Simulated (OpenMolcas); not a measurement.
Sc2+ among 6 point charges of -2.2 e arranged as an octahedron (Oh), 2.27 Å from the ion.

| Quantity | Value |
| --- | --- |
| Program | OpenMolcas 26.06 |
| Method | SS-CASPT2, IPEA 0.25 Eh, imaginary shift 0.1 Eh (closed shells correlated: 3s 3p) |
| Basis | ANO-RCC-VDZP [5s4p2d1f] |
| Scalar Hamiltonian | DKH2, point nucleus |
| Active space | 1 electron in 5 orbitals (3d) |
| State averaging | 2S+1 = 2 even, 5 roots |
| Spin-orbit coupling | RASSI with atomic mean-field integrals over the reference wave functions |

What is the spin-free ground state (labels of O, the rotations of Oh)?

2T2, 3-fold in its orbital part, 100 % from free-ion D terms; it has the highest spin that d1 allows.

Where is the first state of the same spin?

2E at 14300 cm-1 above the ground state.

What are the lowest two levels with spin-orbit coupling?

A 4-fold level Γ8, then a 2-fold level Γ7 96 cm-1 above it. Their leading multiplicities are 2 (100 %) and 2 (100 %).

What is χT at 300 K, and how does it compare with the textbook value?

The lowest level has 2S+1 = 2, for which the spin-only value is χT = S(S+1) / 2 = 0.375 cm3 K/mol (g = 2). The computed 0.557 at 300 K differs by +0.182, through orbital momentum, spin-orbit coupling and any other state in reach. With a threefold ground state the orbital momentum is unquenched, so the spin-only value is not expected to hold.

Which ligand-field parameters describe the states?

The gap between the two states is 10Dq = 14282 cm-1. 

Roots that are degenerate in the reference are averaged as groups; the widest CASPT2 spread within a group is 13 cm-1 (the 2-fold group of multiplicity 2 near 14300 cm-1 above the lowest state of its run). Shifts and gaps below about the spread of the groups concerned are not significant. An orbital triplet at a regular site is open to Jahn-Teller coupling, which can distort the site and quench the lowest spin-orbit gaps and is left out. Free-ion shares, where given, are those of the reference states; single-state CASPT2 does not remix them. This is an electrostatic model: the charges have no orbitals. No measured value stands beside these numbers.
